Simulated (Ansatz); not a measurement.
All numbers were calculated with Ansatz.

`CCC(=O)CC(=O)CC` at its PBE0-D4/def2-TZVP geometry, where that method's forces vanish. Total charge 0; spin multiplicity 1.

```json
{"atom": "C1", "x (Å)": "0.5541", "y (Å)": "2.9344", "z (Å)": "1.3395"}
{"atom": "C2", "x (Å)": "-0.1186", "y (Å)": "2.2169", "z (Å)": "0.1903"}
{"atom": "C3", "x (Å)": "-0.7639", "y (Å)": "0.9161", "z (Å)": "0.5769"}
{"atom": "O4", "x (Å)": "-0.8285", "y (Å)": "0.5181", "z (Å)": "1.7128"}
{"atom": "C5", "x (Å)": "-1.2939", "y (Å)": "0.0731", "z (Å)": "-0.5745"}
{"atom": "C6", "x (Å)": "-0.1696", "y (Å)": "-0.8642", "z (Å)": "-0.9925"}
{"atom": "O7", "x (Å)": "0.6628", "y (Å)": "-0.5112", "z (Å)": "-1.7896"}
{"atom": "C8", "x (Å)": "-0.1462", "y (Å)": "-2.2013", "z (Å)": "-0.3072"}
{"atom": "C9", "x (Å)": "1.0839", "y (Å)": "-3.0269", "z (Å)": "-0.6124"}
{"atom": "H10", "x (Å)": "1.3499", "y (Å)": "2.3230", "z (Å)": "1.7679"}
{"atom": "H11", "x (Å)": "-0.1575", "y (Å)": "3.1460", "z (Å)": "2.1387"}
{"atom": "H12", "x (Å)": "0.9888", "y (Å)": "3.8773", "z (Å)": "1.0038"}
{"atom": "H13", "x (Å)": "0.5775", "y (Å)": "1.9967", "z (Å)": "-0.6289"}
{"atom": "H14", "x (Å)": "-0.9013", "y (Å)": "2.8351", "z (Å)": "-0.2684"}
{"atom": "H15", "x (Å)": "-1.5542", "y (Å)": "0.6979", "z (Å)": "-1.4289"}
{"atom": "H16", "x (Å)": "-2.1580", "y (Å)": "-0.4879", "z (Å)": "-0.2183"}
{"atom": "H17", "x (Å)": "-1.0659", "y (Å)": "-2.7240", "z (Å)": "-0.6005"}
{"atom": "H18", "x (Å)": "-0.2650", "y (Å)": "-2.0112", "z (Å)": "0.7670"}
{"atom": "H19", "x (Å)": "1.9894", "y (Å)": "-2.5109", "z (Å)": "-0.2891"}
{"atom": "H20", "x (Å)": "1.1785", "y (Å)": "-3.2063", "z (Å)": "-1.6843"}
{"atom": "H21", "x (Å)": "1.0376", "y (Å)": "-3.9906", "z (Å)": "-0.1024"}
```

Problem. For each bond, give half the difference of the two atoms' forces along it (eV/Å; positive pushes the atoms apart) under PBE-D4, r2SCAN-D4, B3LYP-D4, ωB97M-V in def2-TZVPP. (An estimate is asked.)

Solution. The calculation gave: 
| bond | length (Å) | PBE-D4 | r2SCAN-D4 | B3LYP-D4 | ωB97M-V |
| --- | --- | --- | --- | --- | --- |
| C1–C2 | 1.513 | -0.01 | 0.11 | 0.20 | 0.19 |
| C1–H10 | 1.091 | 0.11 | -0.03 | -0.06 | -0.08 |
| C1–H11 | 1.091 | 0.11 | -0.04 | -0.06 | -0.08 |
| C2–C3 | 1.503 | -0.19 | -0.05 | 0.02 | 0.05 |
| C2–H13 | 1.097 | 0.11 | -0.03 | -0.11 | -0.12 |
| C3–O4 | 1.205 | 1.00 | 0.38 | 0.22 | 0.11 |
| C3–C5 | 1.522 | -0.17 | 0.01 | 0.04 | 0.04 |
| C5–C6 | 1.522 | -0.16 | 0.01 | 0.04 | 0.04 |
| C5–H15 | 1.090 | 0.07 | -0.07 | -0.10 | -0.09 |
| C6–C8 | 1.503 | -0.19 | -0.05 | 0.02 | 0.05 |
| C8–C9 | 1.513 | -0.01 | 0.11 | 0.20 | 0.19 |
| C8–H17 | 1.098 | 0.11 | -0.03 | -0.10 | -0.12 |
| C8–H18 | 1.097 | 0.11 | -0.03 | -0.11 | -0.12 |
| C9–H21 | 1.091 | 0.09 | -0.04 | -0.07 | -0.08 |

B3LYP here is the variant with VWN-RPA as its local correlation; programs differ in this.
